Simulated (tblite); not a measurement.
A tight-binding relaxation on `C=C(C)[Si]1C[SiH2]C1` [radical].

Computed with GFN2-xTB geometry optimisation, gas phase (tblite 0.8.0). Start geometry: from a force field or distance geometry. A driver script takes a list of jobs; this job's settings line and coordinates (Å) are shown.

Command:
```bash
OMP_NUM_THREADS=1 python probes_run.py task.json out
```

Input:
```
{"job": {"kind": "relax", "xc": "GFN2-xTB", "basis": "xTB"}, "charge": 0, "multiplicity": 2}
C     -1.945100     1.386700    -0.664100
C     -1.495400     0.178000    -0.336800
C     -2.316000    -0.803100     0.466000
Si     0.206500    -0.405100    -0.825100
C      1.183000    -1.137000     0.672300
Si     2.688000    -0.282200    -0.113600
C      1.502300     1.003400    -0.853000
H     -2.942500     1.719500    -0.365700
H     -1.361500     2.101800    -1.232200
H     -3.322500    -0.393700     0.689300
H     -1.854200    -1.038000     1.419900
H     -2.479200    -1.734200    -0.092600
H      0.880400    -0.722600     1.641100
H      1.231800    -2.225600     0.693700
H      3.346300    -1.108300    -1.148100
H      3.641300     0.279500     0.891600
H      1.761800     1.363500    -1.842600
H      1.266400     1.823800    -0.178500
```

Output:
```
step      E/eV     max force
  0    -534.02946    1.363
  1    -534.09598    0.692
  2    -534.14823    0.579
  3    -534.17501    0.651
  4    -534.20294    0.393
  5    -534.21264    0.243
  6    -534.22124    0.245
  7    -534.22726    0.214
  8    -534.23247    0.144
  9    -534.23752    0.171
... (54 lines left out)
 64    -534.34762    0.031
 65    -534.34791    0.031
 66    -534.34820    0.033
 67    -534.34847    0.035
 68    -534.34870    0.034
 69    -534.34885    0.021
 70    -534.34894    0.016
 71    -534.34898    0.013
 72    -534.34901    0.010
 73    -534.34902    0.007
```

«max force» is the largest atomic force in eV/Å.

Question: From which step on does the largest force stay under 0.1 eV/Å, and how much energy is left to gain from there?

Answer: From step 60 (0.067 eV/Å), 3.1 meV above the end.

Main results: energy lowered by 7.4 kcal/mol over 73 steps; largest atomic force 0.007 eV/Å at the end.

Question: Where do the atoms end?

Answer: 0.474 Å rms from the input after alignment:
```
atom  x, y, z in Å
C1    -1.9771    1.4645   -0.5295
C2    -1.5370    0.2461   -0.2164
C3    -2.3741   -0.6928    0.6014
Si4    0.0906   -0.4214   -0.8742
C5     1.2303   -1.3694    0.3740
Si6    2.6559   -0.1086    0.1215
C7     1.5449    0.8294   -1.1286
H8    -2.9338    1.8326   -0.1911
H9    -1.3909    2.1464   -1.1221
H10   -3.3237   -0.2370    0.8759
H11   -1.8467   -0.9717    1.5131
H12   -2.5731   -1.6068    0.0441
H13    0.8362   -1.4173    1.3874
H14    1.4791   -2.3896    0.0938
H15    3.8654   -0.6864   -0.4666
H16    3.0043    0.6589    1.3191
H17    1.9424    0.8803   -2.1388
H18    1.2984    1.8492   -0.8413
```

On Arm Neoverse V2, one thread, shared host with 96 logical CPUs at a one-minute load of 43, this took 0.51 s of wall time.
Labels such as C1 count atoms from 1, the log's own numbers from 0.
